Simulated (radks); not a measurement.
The numbers below are computed, except where a source is named.
Isoelectronic series with 18 electrons, each ion in its NIST ground configuration. Level of theory: Dirac Kohn-Sham, PBEsol, spin-unpolarised, spherical densities, point nucleus (a radial shooting solver on a logarithmic mesh with Libxc functionals). Total energies (hartree) and orbital eigenvalues (eV):

| ion | configuration | E (hartree) | 3p3/2 | 3p1/2 | 3s1/2 |
|---|---|---|---|---|---|
| Ar | [Ar] | -528.48621 | -10.1738 | -10.3501 | -24.1991 |
| Ca2+ | [Ar] | -678.81182 | -42.8527 | -43.2435 | -62.0862 |
| Ti4+ | [Ar] | -849.26467 | -89.0493 | -89.7854 | -113.7155 |
| Cr6+ | [Ar] | -1039.88684 | -148.0461 | -149.2995 | -178.3675 |
| Fe8+ | [Ar] | -1250.76420 | -219.5701 | -221.5606 | -255.8097 |
| Ni10+ | [Ar] | -1482.00820 | -303.4932 | -306.4942 | -345.9682 |
| Zn12+ | [Ar] | -1733.74973 | -399.7518 | -404.0969 | -448.8424 |
| Ge14+ | [Ar] | -2006.13680 | -508.3161 | -514.4060 | -564.4733 |
| Se16+ | [Ar] | -2299.33366 | -629.1762 | -637.4859 | -692.9296 |
| Kr18+ | [Ar] | -2613.52062 | -762.3353 | -773.4214 | -834.3007 |
| Sr20+ | [Ar] | -2948.89429 | -907.8057 | -922.3144 | -988.6936 |
| Zr22+ | [Ar] | -3305.66809 | -1065.607 | -1084.282 | -1156.231 |
| Mo24+ | [Ar] | -3684.07286 | -1235.763 | -1259.456 | -1337.050 |
| Ru26+ | [Ar] | -4084.35770 | -1418.305 | -1447.982 | -1531.301 |
